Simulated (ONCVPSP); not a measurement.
**Reading a pseudo-wave (phosphorus (P))**

Columns: radius, all-electron u(r) and pseudo u(r) of the 3s shell (level -13.92 eV) of phosphorus in the configuration [Ne] 3s2 3p3; PBEsol, scalar-relativistic, ONCV scheme, ONCVPSP 4.0.1.

```csv
r (bohr),all-electron,pseudo
0.085,0.1566,0.0159
0.170,-0.1005,0.0349
0.255,-0.3025,0.0593
0.340,-0.3750,0.0906
0.425,-0.3409,0.1292
0.510,-0.2398,0.1750
0.595,-0.1041,0.2277
0.680,0.0434,0.2869
0.765,0.1878,0.3521
0.850,0.3205,0.4217
0.935,0.4370,0.4932
1.020,0.5356,0.5633
1.105,0.6163,0.6281
1.190,0.6799,0.6840
1.275,0.7276,0.7286
1.360,0.7608,0.7610
1.445,0.7813,0.7813
1.530,0.7907,0.7907
1.615,0.7909,0.7908
1.700,0.7833,0.7833
1.785,0.7694,0.7694
1.870,0.7505,0.7505
1.955,0.7277,0.7277
2.040,0.7019,0.7019
2.125,0.6740,0.6740
2.210,0.6446,0.6446
```

(1) How many radial nodes do the two functions have?

(2) At about which radius was the pseudo-wave matched?

(3) Where does each function peak?

(4) Is the pseudo-wave norm-conserving?

## Answers

(1) The all-electron 3s function has n − l − 1 = 2; the pseudo-wave has 0, since the states of the same l below it are removed with the core.

(2) 1.50 bohr. The columns agree to 0.0005 from 1.36 bohr on; several derivatives are matched, so the curves merge somewhat inside the radius.

(3) Outermost all-electron maximum near 1.61 bohr, pseudo maximum near 1.61 bohr (to the table’s step).

(4) Yes: the ONCV scheme keeps the norm inside the radius equal to the all-electron one, which fixes the energy derivative of the logarithmic derivative at the level.
